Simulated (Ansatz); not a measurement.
Frontier orbitals of `C=C(F)N[SiH3]`.

| atom | x (Å) | y (Å) | z (Å) |
| --- | --- | --- | --- |
| C1 | 1.3777 | 0.0855 | -1.7015 |
| C2 | 0.4490 | 0.2997 | -0.7777 |
| F3 | -0.2925 | 1.4196 | -0.8154 |
| N4 | 0.0744 | -0.4658 | 0.2910 |
| Si5 | -1.1711 | -0.0620 | 1.4384 |
| H6 | 1.5361 | 0.8120 | -2.4830 |
| H7 | 1.9779 | -0.8119 | -1.6782 |
| H8 | 0.5869 | -1.3263 | 0.3872 |
| H9 | -2.5000 | 0.0673 | 0.7921 |
| H10 | -0.8664 | 1.1924 | 2.1693 |
| H11 | -1.1720 | -1.2105 | 2.3778 |

Total charge 0; spin multiplicity 1. The structure was optimised at the PBE0-D4/def2-TZVP level. It is one conformer, not always the lowest. Basis def2-TZVPP, Ansatz.

Orbital energies of one run (eV). Highest occupied ones, from the top: -8.64, -11.79, -12.44, -13.17, -13.70, -13.86, -14.86, -16.25, -16.42, -17.80, -18.85, -20.20, -23.94, -28.74. Empty: 2.22, 2.87, 3.35, 3.66, 3.98, 4.27.

Problem. Which functional gave them?
A. ωB97X-V
B. BHLYP
C. B97M-V
D. PBE

Solution. A. HOMO energies: ωB97X-V -8.64, B97M-V -5.47, BHLYP -7.39, PBE -5.19 eV.
